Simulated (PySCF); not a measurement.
3-ethynylpyridine, C7H5N.
Numbering: `[CH:1]#[C:2][c:3]1[cH:4][cH:5][cH:6][n:7][cH:8]1` (hydrogens: H9 on C1; H10 on C4; H11 on C5; H12 on C6; H13 on C8)

The same species was optimised twice, with GFN2-xTB and with PBE0-D3(BJ)/def2-SVP (PySCF), and the same property calculations (PySCF, gas phase) were run on both structures.

| coordinate | GFN2-xTB | PBE0-D3(BJ)/def2-SVP | change |
| --- | --- | --- | --- |
| C2–C3 (Å) | 1.413 | 1.427 | +0.014 |
| C1≡C2 (Å) | 1.201 | 1.213 | +0.012 |
| C3–C8 (Å) | 1.399 | 1.408 | +0.009 |
| C6–N7 (Å) | 1.323 | 1.331 | +0.008 |
| N7–C8 (Å) | 1.317 | 1.325 | +0.008 |
| C3–C4 (Å) | 1.396 | 1.403 | +0.007 |
| C5–C6 (Å) | 1.388 | 1.395 | +0.007 |
| C4–C5 (Å) | 1.383 | 1.389 | +0.006 |
| C2–C3–C4 (°) | 121.4 | 121.7 | +0.3 |
| C3–C8–N7 (°) | 123.3 | 123.6 | +0.3 |
| C4–C3–C8 (°) | 117.8 | 117.5 | -0.3 |
| C6–N7–C8 (°) | 118.4 | 118.2 | -0.2 |
| C3–C4–C5 (°) | 118.7 | 118.8 | +0.1 |
| C2–C3–C8 (°) | 120.9 | 120.8 | -0.1 |
| C1–C2–C3 (°) | 179.9 | 179.8 | -0.1 |
| C4–C5–C6 (°) | 118.5 | 118.6 | +0.1 |

Rotational constants: A = 5935, B = 1578, C = 1247 MHz (GFN2-xTB) against A = 5871, B = 1552, C = 1228 MHz (PBE0-D3(BJ)/def2-SVP). Point groups within 0.08 Å: Cs and Cs.

On the GFN2-xTB structure: lowest singlet, TDDFT (eV) 4.47 [B3LYP/def2-SVPD]; lowest triplet, Tamm–Dancoff (eV) 3.60 [B3LYP/def2-SVPD]; isotropic polarisability (au) 87.9 [B3LYP/def2-SVPD]; HOMO (eV) -7.05 [B3LYP/def2-SVPD]; LUMO (eV) -1.59 [B3LYP/def2-SVPD]; dipole (D) 2.02 [B3LYP/def2-SVPD]; HOMO (eV) -7.27 [PBE0/pcSseg-1]; LUMO (eV) -1.39 [PBE0/pcSseg-1]; dipole (D) 2.02 [PBE0/pcSseg-1]; GIAO shielding of C1 (ppm) 95.6 [PBE0/pcSseg-1]; GIAO shielding of C2 (ppm) 100.5 [PBE0/pcSseg-1]; GIAO shielding of C3 (ppm) 64.0 [PBE0/pcSseg-1]; GIAO shielding of C4 (ppm) 40.1 [PBE0/pcSseg-1]; GIAO shielding of C5 (ppm) 59.3 [PBE0/pcSseg-1]; GIAO shielding of C6 (ppm) 32.1 [PBE0/pcSseg-1]; GIAO shielding of N7 (ppm) -91.9 [PBE0/pcSseg-1]; GIAO shielding of C8 (ppm) 26.3 [PBE0/pcSseg-1].

Question: What do these properties become on the PBE0-D3(BJ)/def2-SVP structure?

Answer: 
```json
{"property": "lowest singlet, TDDFT (eV)", "level": "B3LYP/def2-SVPD", "on GFN2-xTB": "4.47", "on PBE0-D3(BJ)/def2-SVP": "4.45", "change": "-0.02"}
{"property": "lowest triplet, Tamm–Dancoff (eV)", "level": "B3LYP/def2-SVPD", "on GFN2-xTB": "3.60", "on PBE0-D3(BJ)/def2-SVP": "3.54", "change": "-0.06"}
{"property": "isotropic polarisability (au)", "level": "B3LYP/def2-SVPD", "on GFN2-xTB": "87.9", "on PBE0-D3(BJ)/def2-SVP": "89.7", "change": "+1.8"}
{"property": "HOMO (eV)", "level": "B3LYP/def2-SVPD", "on GFN2-xTB": "-7.05", "on PBE0-D3(BJ)/def2-SVP": "-7.03", "change": "+0.02"}
{"property": "LUMO (eV)", "level": "B3LYP/def2-SVPD", "on GFN2-xTB": "-1.59", "on PBE0-D3(BJ)/def2-SVP": "-1.64", "change": "-0.05"}
{"property": "dipole (D)", "level": "B3LYP/def2-SVPD", "on GFN2-xTB": "2.02", "on PBE0-D3(BJ)/def2-SVP": "2.04", "change": "+0.02"}
{"property": "energy, GFN2-xTB geometry as zero (kcal/mol)", "level": "B3LYP/def2-SVPD", "on GFN2-xTB": "0.0", "on PBE0-D3(BJ)/def2-SVP": "-1.3", "change": "-1.3"}
{"property": "HOMO (eV)", "level": "PBE0/pcSseg-1", "on GFN2-xTB": "-7.27", "on PBE0-D3(BJ)/def2-SVP": "-7.26", "change": "+0.01"}
{"property": "LUMO (eV)", "level": "PBE0/pcSseg-1", "on GFN2-xTB": "-1.39", "on PBE0-D3(BJ)/def2-SVP": "-1.44", "change": "-0.05"}
{"property": "dipole (D)", "level": "PBE0/pcSseg-1", "on GFN2-xTB": "2.02", "on PBE0-D3(BJ)/def2-SVP": "2.05", "change": "+0.03"}
{"property": "energy, GFN2-xTB geometry as zero (kcal/mol)", "level": "PBE0/pcSseg-1", "on GFN2-xTB": "0.0", "on PBE0-D3(BJ)/def2-SVP": "-0.2", "change": "-0.2"}
{"property": "GIAO shielding of C1 (ppm)", "level": "PBE0/pcSseg-1", "on GFN2-xTB": "95.6", "on PBE0-D3(BJ)/def2-SVP": "93.8", "change": "-1.8"}
{"property": "GIAO shielding of C2 (ppm)", "level": "PBE0/pcSseg-1", "on GFN2-xTB": "100.5", "on PBE0-D3(BJ)/def2-SVP": "99.9", "change": "-0.6"}
{"property": "GIAO shielding of C3 (ppm)", "level": "PBE0/pcSseg-1", "on GFN2-xTB": "64.0", "on PBE0-D3(BJ)/def2-SVP": "61.0", "change": "-3.0"}
{"property": "GIAO shielding of C4 (ppm)", "level": "PBE0/pcSseg-1", "on GFN2-xTB": "40.1", "on PBE0-D3(BJ)/def2-SVP": "38.4", "change": "-1.7"}
{"property": "GIAO shielding of C5 (ppm)", "level": "PBE0/pcSseg-1", "on GFN2-xTB": "59.3", "on PBE0-D3(BJ)/def2-SVP": "57.1", "change": "-2.2"}
{"property": "GIAO shielding of C6 (ppm)", "level": "PBE0/pcSseg-1", "on GFN2-xTB": "32.1", "on PBE0-D3(BJ)/def2-SVP": "29.9", "change": "-2.2"}
{"property": "GIAO shielding of N7 (ppm)", "level": "PBE0/pcSseg-1", "on GFN2-xTB": "-91.9", "on PBE0-D3(BJ)/def2-SVP": "-95.1", "change": "-3.2"}
{"property": "GIAO shielding of C8 (ppm)", "level": "PBE0/pcSseg-1", "on GFN2-xTB": "26.3", "on PBE0-D3(BJ)/def2-SVP": "23.8", "change": "-2.5"}
```

The heavy atoms differ by 0.015 Å rms after alignment. Among bonds between heavy atoms C2–C3 changes most (+0.014 Å). Changes are differences of the printed values. Neither structure is proved a minimum here.
